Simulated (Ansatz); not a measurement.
Reaction (formal exchange of groups at a B–S bond): `OB(O)S` + `CC[Te]C` → `CC[Te]B(O)O` + CH₃SH

Program: Ansatz. Geometries: PBE0-D4/def2-TZVP. ΔE: electronic, gas phase. CCSD(T)/CBS adds triple-zeta CCSD(T) − MP2 to the extrapolated MP2 energy (def2 sets, frozen cores). This one scheme is used for every species. Functionals use def2-TZVPP. B3LYP here is the variant with VWN-RPA as its local correlation; programs differ in this. Elements past krypton have def2 core potentials. For Te outer-core shells are correlated without core-valence functions, which leaves a few kJ/mol of doubt a bond. One conformer a species, not always the lowest.

(1) Is it downhill or uphill in electronic energy at CCSD(T)/CBS, and by how much? (An estimate is asked.)

(2) What do these levels give: PBE-D4, r2SCAN-D4, B3LYP-D4, ωB97X-V, B2PLYP, PBE0, HF/def2-TZVPP, SCS-MP2/def2-TZVPP, CCSD/def2-TZVPP, MP2/def2-QZVPP, SCS-MP2/def2-QZVPP, HF/CBS(def2)? (Best estimate.)

Largest T1 diagnostic among the species: 0.012.

Answers

(1) The calculation gave: Uphill: ΔE = +8.5 kcal/mol.

(2) Computed: PBE-D4 7.5, r2SCAN-D4 8.3, B3LYP-D4 8.4, ωB97X-V 8.0, B2PLYP 8.8, PBE0 8.2, HF/def2-TZVPP 9.8, SCS-MP2/def2-TZVPP 8.5, CCSD/def2-TZVPP 8.6, MP2/def2-QZVPP 8.3, SCS-MP2/def2-QZVPP 8.7, HF/CBS(def2) 9.8 kcal/mol.

In def2-TZVPP, CCSD(T) changes the Hartree–Fock value by −1.4 kcal/mol (the triples alone add −0.3 kcal/mol) and MP2 by −1.5 kcal/mol.
